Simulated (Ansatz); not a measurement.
Molecule: C3H6O3Sn, charge 1, multiplicity 2. 
Geometry from a B3LYP-D3(BJ)/def2-TZVP (Ansatz, a first-principles code) optimisation:
```
Sn
O 1 1.9327
H 2 0.9681 1 115.11
O 1 1.9328 2 117.16 3 -132.86
H 4 0.9681 1 115.65 2 -0.58
O 1 1.9329 2 115.25 3 9.04
H 6 0.9685 1 115.47 2 -146.43
C 1 2.3993 2 104.77 3 117.68
C 8 1.3746 1 102.12 2 25.63
C 9 1.2245 1 126.59 2 24.53
H 10 1.0683 2 114.22 3 79.02
H 8 1.0887 9 118.03 1 106.50
H 8 1.0890 12 116.69 9 -149.22
```
Charge +1, spin multiplicity 2.

Parts of the frozen-core correlation energy in STO-3G (Ansatz, hartree). Frozen orbitals: 29; correlated occupied orbitals by spin: 20 and 19; virtual: 14 and 15. UHF or UKS for open shells. No spin-orbit coupling. Past Kr the def2 sets carry scalar-relativistic core potentials. STO-3G rows are all-electron and non-relativistic.

```csv
term,value
reference (HF),-6300.25225
MP2 opposite-spin,-0.24503
MP2 same-spin,[?]
CCSD correlation,[?]
(T),[?]
T1 diagnostic,0.041
largest doubles amplitude,0.150
<S^2> of the reference,1.044
```

Problem. Complete the blanks.

Solution. 
- MP2 same-spin, value: -0.05836
- CCSD correlation, value: -0.39348
- (T), value: -0.01338
